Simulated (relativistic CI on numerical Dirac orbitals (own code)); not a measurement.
## One change at a time: In XI

Base calculation: Dirac-Coulomb-Breit CI, orbitals from a KLI potential per configuration, model QED, unscaled Slater integrals.

CI space (outside the closed core [Ar] 3d10): 4s²4p⁶4d³, 4s²4p⁵4d⁴, 4s²4p⁶4d²4f, 4s²4p⁶4d²5s, 4s4p⁶4d⁴, 4s²4p⁶4d²5p, 4s²4p⁵4d³4f, 4s²4p⁶4d4f5s, 4s²4p⁶4d5s5p, 4s²4p⁶4d²5d, 4s4p⁶4d³4f, 4s²4p⁶4d²6s, 4s²4p⁶4d²5f, 4s²4p⁵4d³5s, 4s²4p⁶4d²6p, 4s²4p⁶4d²5g, 4s²4p⁶4d²6d, 4s²4p⁵4d³5p, 4s²4p⁶4d²7s, 4s²4p⁶4d²6f, 4s²4p⁶4d²7p, 4s4p⁶4d³5s, 4s4p⁶4d²5s5p, 4s²4p⁶4d4f², 4s²4p⁶4f³, 4s²4p⁶4f²5s, 4s²4p⁶4f²5p, 4s²4p⁵4d4f³, 4s²4p⁶4d5s², 4s²4p⁶4f5s², 4s²4p⁶5s²5p, 4s²4p⁵4d4f5s², 4s²4p⁶4d5p², 4s²4p⁶4f5p², 4s²4p⁶5s5p², 4s²4p⁶5p³, 4s²4p⁵4d4f5p². Double excitations out of closed p, d and f shells are left out; levels of such configurations are missing from the list, as are those of other unlisted configurations, and high levels can miss mixing partners. These lack a partner that the ground configuration has and come out too high: 4s²4p⁶4d²5d, 4s4p⁶4d³4f, 4s²4p⁶4d²6s, 4s²4p⁶4d²5f, 4s²4p⁵4d³5s.

The lowest level and the first level of each name with at least 55 % of one term (blank where a level has no safe partner in the second run):

```tsv
Level	Base (cm⁻¹)	Shift (cm⁻¹)
4s²4p⁶4d³ ⁴F3/2	0	0
4s²4p⁶4d³ ⁴F5/2	4479	-5
4s²4p⁶4d³ ⁴F7/2	9280	-10
4s²4p⁶4d³ ⁴F9/2	13823	-14
4s²4p⁶4d³ ⁴P3/2	22428	-3
4s²4p⁶4d³ ⁴P1/2	23422	-4
4s²4p⁶4d³ ²G7/2	28886	-14
4s²4p⁶4d³ ⁴P5/2	29801	-11
4s²4p⁶4d³ ²P1/2	38849	-17
4s²4p⁶4d³ ²H11/2	40451	-17
4s²4p⁶4d³ ²D5/2	44242	-23
4s²4p⁶4d³ ²P3/2	49951	-30
4s²4p⁶4d³ ²F7/2	56974	-13
4s²4p⁶4d³ ²F5/2	57657	-12
4s²4p⁶4d²5s ⁴F3/2	490453	+1097
4s²4p⁵4d⁴ ⁶D°7/2	493343	-298
4s²4p⁶4d²5s ⁴F5/2	493350	+1144
4s²4p⁵4d⁴ ⁶D°5/2	494399	-301
4s²4p⁵4d⁴ ⁶D°9/2	494639	-296
4s²4p⁵4d⁴ ⁶D°3/2	497330	-303
4s²4p⁶4d²5s ⁴F7/2	499398	+1193
4s²4p⁵4d⁴ ⁶D°1/2	501683	-302
```

At this charge energies of transitions that change n are usually good to better than 1 %, and those within a shell (Δn = 0) to a few per cent. Terms inside the open d or f shell come out 10 to 20 % too wide with unscaled integrals.

One thing was changed in a second run, which moved the levels as shown. Which?
A. QED terms removed
B. valence Slater integrals scaled by 0.9
C. configuration mixing switched off
D. Breit term removed
E. only the first configuration
F. one mean potential for all configurations

F. One mean potential for all configurations. One potential for all configurations removes the relaxation of the orbitals, which moves whole configurations and changes the integrals a little.

LS names give the leading component of a level, which can be under half, so a name can repeat, a term be missing and a line seem to break the LS rules.
